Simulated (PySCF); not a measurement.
Isomers of C6H10O, from PBE0-D3(BJ)/def2-SVP geometry optimisation, gas phase in PySCF. One conformer each, no zero-point energy, no frequencies.

**Question.** Which isomer lies lower at this level?
A. `[CH3:1][CH:2]=[C:3]=[C:4]([CH3:5])[O:6][CH3:7]` with C3–C4–O6–C7 134°: A = 5641, B = 1297, C = 1144 MHz, dipole 1.25 D
B. `[O:1]=[CH:2][CH:3]1[CH2:4][CH2:5][CH2:6][CH2:7]1` with O1–C2–C3–C4 7°, C2–C3–C4–C5 109°, C3–C4–C5–C6 34°, C4–C5–C6–C7 -42°, C5–C6–C7–C3 34° (cyclopentanecarbaldehyde): A = 5053, B = 2019, C = 1685 MHz, dipole 2.63 D

**Answer.** B. That is cyclopentanecarbaldehyde, `O=CC1CCCC1`, 51.1 kcal/mol below the other.

| SMILES | mapped SMILES | E (Eh) | relative (kcal/mol) | relative (kJ/mol) | dipole (D) |
| --- | --- | --- | --- | --- | --- |
| O=CC1CCCC1 | [O:1]=[CH:2][CH:3]1[CH2:4][CH2:5][CH2:6][CH2:7]1 | -309.30189 | 0.0 | 0.0 | 2.63 |
| CC=C=C(C)OC | [CH3:1][CH:2]=[C:3]=[C:4]([CH3:5])[O:6][CH3:7] | -309.22047 | 51.1 | 213.8 | 1.25 |

As drawn, the lower has a C=O bond, which the higher lacks; the higher has cumulated double bonds and a C=C bond outside aromatic rings, which the lower lacks.
